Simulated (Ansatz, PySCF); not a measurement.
AlH5OP2, SMILES [OH][Al]([PH2])[PH2]. Atoms are numbered in the order given.

```xyz
9

Al     0.2787    -0.1385    -0.1581
O      1.7237    -0.8591    -0.7121
H      2.4315    -1.2541    -0.1957
P     -0.1759     0.1050     2.1304
H      0.2230    -1.2351     2.4370
H     -1.5551    -0.2346     1.9627
P     -1.0300     0.8373    -1.8256
H     -2.2576     0.4209    -1.2199
H     -0.9283    -0.3158    -2.6654
```

Geometry: B3LYP-D3(BJ)/def2-SVP. The structure was generated by enumeration; whether it is a known compound was not checked. The values are those of a single conformer.

Two levels are set side by side: PBE-D3(BJ)/def2-SVP (Ansatz, a quantum-chemistry and plane-wave program) and B3LYP-D3(BJ)/def2-SVP (Ansatz). Each level has its own optimised geometry; the coordinates shown are those of the second. Frequencies come from the Hessian of PySCF at each geometry. Differences are taken from unrounded values.

```csv
quantity,B3LYP-D3(BJ)
mean bond length (Å),1.634
bond Al1–O2 (Å),1.707
bond Al1–P4 (Å),2.346
bond Al1–P7 (Å),2.333
bond O2–H3 (Å),0.961
bond P4–H5 (Å),1.431
bond P4–H6 (Å),1.430
bond P7–H8 (Å),1.431
bond P7–H9 (Å),1.430
highest harmonic wavenumber (cm⁻¹),3925
mean harmonic wavenumber (cm⁻¹),1002
zero-point energy (kcal/mol),30.08
```

**Question.** What does PBE-D3(BJ) give, and how far is it from B3LYP-D3(BJ)? (An estimate is asked for; the answer gives what the named calculation found.)

**Answer.** 
```csv
quantity,PBE-D3(BJ),PBE-D3(BJ) minus B3LYP-D3(BJ)
mean bond length (Å),1.645,0.011
bond Al1–O2 (Å),1.724,0.016
bond Al1–P4 (Å),2.355,0.009
bond Al1–P7 (Å),2.341,0.007
bond O2–H3 (Å),0.970,0.009
bond P4–H5 (Å),1.444,0.012
bond P4–H6 (Å),1.442,0.012
bond P7–H8 (Å),1.443,0.012
bond P7–H9 (Å),1.442,0.012
highest harmonic wavenumber (cm⁻¹),3811,-114
mean harmonic wavenumber (cm⁻¹),974,-28
zero-point energy (kcal/mol),29.23,-0.84
```

Exact exchange shortens and stiffens bonds; PBE has none. Differences between two approximate levels are no errors against the true value.
